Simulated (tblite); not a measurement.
Species: BrH₉NSi₄ (doublet state).
Numbering: `[NH:1][Si@@H:2]([SiH3:3])[SiH2:4][SiH2:5][Br:6]` (hydrogens: H7 on N1; H8 on Si2; H9, H10, H11 on Si3; H12, H13 on Si4; H14, H15 on Si5)

Computed with GFN2-xTB (tblite), gas phase: L-BFGS steps from a force-field or distance-geometry start until the largest atomic force falls under 0.01 eV/Å.

The end geometry, which sets the zero of energy:
```
atom  x, y, z in Å
N1     -1.7363    0.9430    0.6306
Si2    -1.4475   -0.5047   -0.0805
Si3    -0.6982   -0.2775   -2.2856
Si4     0.5934   -0.9634    1.0378
Si5     1.5485    1.0629    1.5999
Br6     3.7449    0.7499    1.9261
H7     -2.6193    1.2511    1.0035
H8     -2.3157   -1.7008   -0.0127
H9      0.2016    0.8620   -2.4299
H10    -1.8488   -0.1019   -3.1679
H11     0.0301   -1.4837   -2.6863
H12     1.4828   -1.7944    0.2107
H13     0.3371   -1.7805    2.2317
H14     1.1581    1.6560    2.8744
H15     1.5649    2.0900    0.5650
```

Question: These geometries come from the run, each turned onto the end geometry. Order them by energy, lowest first.
A.
```
atom  x, y, z in Å
N1     -2.2500    0.7157    0.7297
Si2    -1.4299   -0.5831    0.1100
Si3    -0.6724    0.0048   -2.1276
Si4     0.5982   -0.9874    1.1950
Si5     1.7702    0.9907    1.3533
Br6     3.8269    0.5532    2.1279
H7     -3.2269    0.7953    0.4603
H8     -2.1345   -1.8466   -0.0363
H9      0.1696    1.1791   -2.0891
H10    -1.8270    0.2481   -2.9561
H11     0.0814   -1.1071   -2.6677
H12     1.3924   -1.9718    0.4471
H13     0.3926   -1.5805    2.5027
H14     1.2630    1.9713    2.2860
H15     2.0420    1.6264    0.0816
```
B.
```
atom  x, y, z in Å
N1     -2.1701    0.7159    0.5643
Si2    -1.4864   -0.6526   -0.0150
Si3    -0.6741   -0.0182   -2.1365
Si4     0.5324   -0.9382    1.1755
Si5     1.7579    1.0100    1.3628
Br6     3.8084    0.5623    2.1250
H7     -3.1381    0.8816    0.7850
H8     -2.1154   -1.9853   -0.1074
H9      0.1851    1.1677   -2.0471
H10    -1.8437    0.2336   -2.9805
H11     0.1152   -1.1418   -2.6611
H12     1.3412   -1.9363    0.4531
H13     0.3271   -1.5599    2.4878
H14     1.2951    2.0054    2.3153
H15     2.0609    1.6637    0.0956
```
C.
```
atom  x, y, z in Å
N1     -1.7754    0.8949    0.6901
Si2    -1.4647   -0.5280   -0.0606
Si3    -0.6661   -0.2151   -2.2386
Si4     0.5696   -0.9969    1.0655
Si5     1.5439    1.0494    1.4991
Br6     3.7121    0.7089    1.9503
H7     -2.6638    1.1867    1.0629
H8     -2.3121   -1.7406   -0.0456
H9      0.1949    0.9605   -2.3180
H10    -1.7964   -0.0435   -3.1484
H11     0.1289   -1.3740   -2.6548
H12     1.4305   -1.8702    0.2522
H13     0.3457   -1.7600    2.3002
H14     1.1111    1.7665    2.6929
H15     1.6374    1.9693    0.3695
```
D.
```
atom  x, y, z in Å
N1     -1.7957    0.8234    0.7176
Si2    -1.4579   -0.5742   -0.0687
Si3    -0.6603   -0.1444   -2.2256
Si4     0.5592   -1.0223    1.1087
Si5     1.5693    1.0302    1.4263
Br6     3.7145    0.7332    1.9971
H7     -2.6809    1.0827    1.1194
H8     -2.2925   -1.7954   -0.0919
H9      0.1826    1.0473   -2.2623
H10    -1.7941    0.0492   -3.1268
H11     0.1487   -1.2685   -2.7045
H12     1.4226   -1.9744    0.3930
H13     0.2631   -1.6908    2.3819
H14     1.1019    1.8634    2.5266
H15     1.7152    1.8485    0.2259
```
E.
```
atom  x, y, z in Å
N1     -2.0641    0.7017    0.7025
Si2    -1.5086   -0.6272   -0.0728
Si3    -0.6721   -0.0830   -2.1887
Si4     0.5137   -0.9124    1.1336
Si5     1.7056    1.0526    1.3541
Br6     3.7511    0.5365    2.1066
H7     -2.9855    0.8244    1.0877
H8     -2.1701   -1.9451   -0.1527
H9      0.1763    1.1024   -2.0950
H10    -1.7703    0.1782   -3.1134
H11     0.1419   -1.1742   -2.7298
H12     1.3473   -1.9378    0.4816
H13     0.2184   -1.4987    2.4487
H14     1.2738    2.0356    2.3389
H15     2.0382    1.7550    0.1155
```

Answer: C (0.003 eV), D (0.009 eV), E (0.022 eV), B (0.060 eV), A (0.216 eV).

In the order of the answer:

| step | E above end (eV) | largest force (eV/Å) | rms force component (eV/Å) | rms distance from end (Å) | rms bond change (Å) | bond most changed (Å) |
| --- | --- | --- | --- | --- | --- | --- |
| 103 | 0.003 | 0.02 | 0.010 | 0.120 | 0.001 | Si4–Si5 -0.002 |
| 84 | 0.009 | 0.03 | 0.010 | 0.228 | 0.002 | Si2–Si4 +0.006 |
| 40 | 0.022 | 0.06 | 0.018 | 0.404 | 0.002 | Si5–H15 +0.004 |
| 19 | 0.060 | 0.18 | 0.062 | 0.446 | 0.007 | Si2–Si3 +0.019 |
| 5 | 0.216 | 0.77 | 0.240 | 0.483 | 0.030 | Si2–Si3 +0.094 |

What follows is the cost of the whole relaxation. Hardware: one thread of an Arm Neoverse V2, shared host with 96 logical CPUs at a one-minute load of 27. Cost: 1.2 s.
